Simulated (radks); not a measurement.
Species: the krypton ion Kr19+. Configuration: [Ne] 3s2 3p4 5p1 (not the ground configuration).

All-electron calculation, Dirac Kohn-Sham, PBE, spin-unpolarised, spherical densities, finite nucleus; open shells fill j = l - 1/2 first; Fermi nuclear charge, rms radius 4.1884 fm. Program: a radial shooting solver on a logarithmic mesh with Libxc functionals.

Energy parts (hartree):
part                       energy
total                 -2565.17097
kinetic                2641.88826
electron-nucleus      -5690.23229
Hartree                 553.97906
exchange-correlation    -70.80600

Orbitals (lengths in bohr, moments of r in powers of bohr; <r^-3> diverges for s and p1/2; r(max) is where P^2 peaks; r(90%) holds 90 % of the orbital's charge):
orbital,occ.,eigenvalue (hartree),<r^-3>,<1/r>,r(90%),r(max)
1s1/2,2,-549.5219,-,36.76,0.0742,0.02708
2s1/2,2,-97.36514,-,8.303,0.280,0.1538
2p1/2,2,-90.97216,-,8.254,0.254,0.1207
2p3/2,4,-88.96393,1449,7.971,0.259,0.1240
3s1/2,2,-33.47698,-,3.166,0.674,0.4324
3p1/2,2,-31.27908,-,3.100,0.668,0.4154
3p3/2,2,-30.84954,313.3,3.033,0.677,0.4217
5p1/2,1,-9.32994,-,0.9406,2.13,1.600
5p3/2,0,-9.26220,49.64,0.9302,2.14,1.612

The highest occupied level is 5p1/2 at -253.88 eV. Summed over all electrons, <r^2> = 4.337 bohr^2, which gives a Langevin (diamagnetic) susceptibility term of -3.43 x 10^-6 cm^3/mol. The electron density at the nucleus is 4.969e+04 e/bohr^3.
